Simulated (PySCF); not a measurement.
This PySCF input asks for the NMR shieldings of `C1OB(OC(C)C)OCC1`, C₆H₁₃BO₃; the geometry comes from GFN2-xTB.

```python
import basis_set_exchange as bse
import numpy as np
from pyscf import gto, dft
from pyscf.prop import nmr

atoms = """
C    -2.016872   -0.904634   -1.398621
C    -2.075730    0.476833   -0.749812
C    -2.643469    0.399398    0.666054
O    -0.806528    1.116382   -0.767233
B     0.308225    0.672599   -0.147866
O     1.411604    1.465380   -0.310993
C     2.638369    1.095251    0.280826
C     2.752840   -0.419477    0.442853
C     1.524716   -0.913803    1.203571
O     0.326634   -0.497365    0.583645
H    -1.393476   -1.561845   -0.799126
H    -3.017755   -1.322413   -1.472187
H    -1.589809   -0.827176   -2.395326
H    -2.710735    1.135355   -1.358910
H    -2.666513    1.390814    1.111529
H    -3.653354   -0.001678    0.639844
H    -2.014694   -0.244403    1.274687
H     3.430866    1.482528   -0.368280
H     2.717529    1.584234    1.261650
H     3.664841   -0.678708    0.979037
H     2.769806   -0.882852   -0.545497
H     1.497609   -2.008642    1.241248
H     1.541142   -0.528795    2.232473
"""
names = dict.fromkeys(["C", "O", "B", "H"], "pcSseg-1")
basis = {el: gto.basis.parse(bse.get_basis(n, elements=[el], fmt="nwchem")) for el, n in names.items()}
mol = gto.M(atom=atoms, basis=basis, charge=0, verbose=0)
mf = dft.RKS(mol, xc="PBE0")
mf.grids.level = 2
mf.grids.alignment = dft.numint.BLKSIZE   # the property module wants whole blocks of grid points
mf.conv_tol = 1e-9
mf.kernel()

calc = nmr.RKS(mf)   # GIAO
C = mf.mo_coeff
Co = C[:, mf.mo_occ > 0]
resp = mf.gen_response(singlet=True, hermi=2)
def vind(x):   # induced exchange potential for any number of trial vectors
    d = np.einsum("pi,xij,qj->xpq", C, 2 * x.reshape(-1, C.shape[1], Co.shape[1]), Co, optimize=True)
    return np.einsum("xpq,pi,qj->xij", resp(d - d.transpose(0, 2, 1)), C, Co, optimize=True).ravel()
mo1, _ = nmr.rhf.solve_mo1(calc, with_cphf=vind)
sigma = calc.kernel(mo1)
for i, s in enumerate(sigma):   # ppm
    w = np.linalg.eigvalsh((s + s.T) / 2)
    print("%2d %-2s iso %8.1f  s11 %8.1f  s22 %8.1f  s33 %8.1f" % (i, mol.atom_pure_symbol(i), w.mean(), *w))
```

**Question.** What are the results?

**Answer.** 
```
 0 C  iso    162.4  s11    143.0  s22    158.4  s33    185.7
 1 C  iso    115.2  s11     87.7  s22    100.1  s33    157.7
 2 C  iso    162.5  s11    142.8  s22    158.5  s33    186.0
 3 O  iso    213.6  s11    149.2  s22    209.4  s33    282.2
 4 B  iso     85.3  s11     79.4  s22     87.1  s33     89.3
 5 O  iso    244.1  s11    138.3  s22    269.3  s33    324.6
 6 C  iso    120.4  s11    100.0  s22    107.3  s33    153.8
 7 C  iso    155.1  s11    147.1  s22    154.9  s33    163.4
 8 C  iso    120.7  s11     99.8  s22    107.8  s33    154.6
 9 O  iso    244.9  s11    155.0  s22    256.1  s33    323.7
10 H  iso     29.8  s11     25.3  s22     30.8  s33     33.2
11 H  iso     30.9  s11     26.6  s22     28.5  s33     37.7
12 H  iso     30.4  s11     26.9  s22     28.0  s33     36.3
13 H  iso     27.5  s11     23.9  s22     26.2  s33     32.4
14 H  iso     30.4  s11     26.8  s22     27.9  s33     36.4
15 H  iso     30.9  s11     26.6  s22     28.5  s33     37.7
16 H  iso     29.7  s11     25.1  s22     30.9  s33     33.2
17 H  iso     27.4  s11     22.4  s22     26.6  s33     33.2
18 H  iso     27.5  s11     22.9  s22     26.1  s33     33.5
19 H  iso     30.3  s11     26.6  s22     27.2  s33     37.0
20 H  iso     29.8  s11     26.6  s22     27.8  s33     35.0
21 H  iso     27.4  s11     22.3  s22     27.2  s33     32.6
22 H  iso     27.5  s11     22.6  s22     26.5  s33     33.4
```

These numbers come from an equivalent density-fitted implementation of the same equations, which agrees with the script to about 0.01 ppm for H and up to a few tenths of a ppm for heavy atoms, so last digits may differ.

Size and cost of the density-fitted run: 235 basis functions, 89 s wall time on 1 thread of an Arm Neoverse N1, shared host; peak memory 1.1 GiB.
